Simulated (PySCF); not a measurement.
# Structure from NMR data

An unknown has the formula C2H6Cl4Si2. Its calculated NMR data are:

¹H NMR (500 MHz, computed): δ 0.54 (s, 6H).

¹³C{¹H} NMR (computed): δ 3.5 (CH3, 2C).

PySCF calculation with NMR shieldings at PBE0/pcSseg-1/GIAO and GFN2-xTB structure; equivalent nuclei averaged, one conformer, non-relativistic Hamiltonian, no solvent model.

References, each an isolated molecule treated in the same way: ¹H (σref 31.72) and ¹³C (σref 186.93) vs TMS.

**Question.** Propose a structure and justify it.

**Answer.** 
1. The formula gives 0 degrees of unsaturation.
2. 1 carbon signal for 2 carbons: some carbons are equivalent by symmetry or fast rotation.
3. Carbon types of the structure: 2 × CH3, which accounts for all hydrogens.
4. δC 3.5: methyl carbon bonded to Si; an electropositive neighbour leaves it electron-rich and shielded.
5. δH 0.54: hydrogen on a methyl carbon bonded to Si; an electropositive neighbour shields it, as in TMS itself.

The compound is `[Si](C)(C)(Cl)[Si](Cl)(Cl)Cl`.

The data come from this structure; uniqueness wasn't tested.

Shifts are as computed. Against solution values, carbons near 30 ppm lie about +3 ppm off and those near 130 ppm about +5 ppm. Of 1211 compounds with measured shifts, 218 miss one by over three times the rms of a fit or turn the order of signals round; such compounds aren't used in these exercises.
